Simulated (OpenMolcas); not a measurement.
Pt3+ in a point-charge field

Pt3+ among 8 point charges of -1.2 e arranged as a cube (Oh), 2.14 Å from the ion.
```
   1.2355    1.2355    1.2355  -1.20
   1.2355    1.2355   -1.2355  -1.20
   1.2355   -1.2355    1.2355  -1.20
   1.2355   -1.2355   -1.2355  -1.20
  -1.2355    1.2355    1.2355  -1.20
  -1.2355    1.2355   -1.2355  -1.20
  -1.2355   -1.2355    1.2355  -1.20
  -1.2355   -1.2355   -1.2355  -1.20
```

```json
{
 "Program": "OpenMolcas 26.06",
 "Method": "SS-CASPT2, IPEA 0.25 Eh, imaginary shift 0.1 Eh (closed shells correlated: 5s 5p)",
 "Basis": "ANO-RCC-VTZP [8s7p5d3f1g]",
 "Scalar Hamiltonian": "DKH2, point nucleus",
 "Active space": "7 electrons in 5 orbitals (5d)",
 "State averaging": "2S+1 = 4 even, 10 roots; 2S+1 = 2 even, 40 roots",
 "Spin-orbit coupling": "state interaction with AMFI integrals over the reference wave functions"
}
```

The lowest spin-free states (labels of O, the rotations of Oh), above the lowest:

| State | Degeneracy | E (cm-1) | Free-ion L (%) |
| --- | --- | --- | --- |
| 4A2 | 1 | 0 | F (100) |
| 4T2 | 3 | 3980 | F (100) |
| 4T1 | 3 | 7280 | F (98) |
| 2E | 2 | 14650 | G (78) |
| 4T1 | 3 | 14980 | P (98) |
| 2T1 | 3 | 15350 | G (72) |
| 2A1 | 1 | 16940 | G (100) |
| 2T2 | 3 | 17500 | G (90) |
| 2T1 | 3 | 19910 | H (54) |
| 2T2 | 3 | 20090 | H (79) |
| 2E | 2 | 21670 | H (58) |
| 2T1 | 3 | 22230 | P (55) |
| 2T1 | 3 | 24440 | H (84) |
| 2T2 | 3 | 24680 | D (73) |
| 2E | 2 | 28050 | D (51) |
| 2A2 | 1 | 30720 | F (100) |
| 2T2 | 3 | 31070 | F (98) |
| 2T1 | 3 | 32280 | F (97) |
| 2E | 2 | 48690 | D (100) |
| 2T2 | 3 | 49230 | D (98) |

The lowest levels with spin-orbit coupling:

```csv
E (cm-1),Degeneracy,Label,2S+1,g
0,4,Γ8,4 (88 %),
2190,4,Γ8,4 (81 %),
3110,2,Γ6,4 (78 %),4.29 4.29 4.29
10430,4,Γ8,4 (75 %),
11460,2,Γ6,4,2.48 2.48 2.48
11530,2,Γ7,4,3.56 3.56 3.56
13200,4,Γ8,4 (74 %),
13260,2,Γ7,4 (71 %),1.78 1.78 1.78
13420,4,Γ8,4 (57 %),
18670,4,Γ8,4 (88 %),
18820,4,Γ8,4 (81 %),
19220,2,Γ6,2 (80 %),3.70 3.70 3.70
19440,4,Γ8,2 (73 %),
20500,2,Γ7,4,2.40 2.40 2.40
21770,4,Γ8,2 (87 %),
22840,2,Γ6,4 (70 %),2.12 2.12 2.12
25450,4,Γ8,2,
26110,2,Γ7,2,3.77 3.77 3.77
26750,2,Γ6,2,2.55 2.55 2.55
27250,4,Γ8,2,
```

Powder χT (cm3 K/mol): 3.91 at 2 K, 3.92 at 10 K, 3.95 at 50 K, 3.99 at 100 K, 4.07 at 200 K, 4.14 at 300 K. The effective moment at 300 K is 2.828 √(χT) = 5.76 μB.

Roots that are degenerate in the reference are averaged as groups; the widest CASPT2 spread within a group is 320 cm-1 (the 3-fold group of multiplicity 4 near 3980 cm-1 above the lowest state of its run). Shifts and gaps below about the spread of the groups concerned are not significant. Spin-orbit coupling mixes the spin-free states strongly: the lowest level takes only 50 % from its leading state, 4A2. Free-ion shares, where given, are those of the reference states; single-state CASPT2 does not remix them. This is an electrostatic model: the charges have no orbitals. No measured value stands beside these numbers.
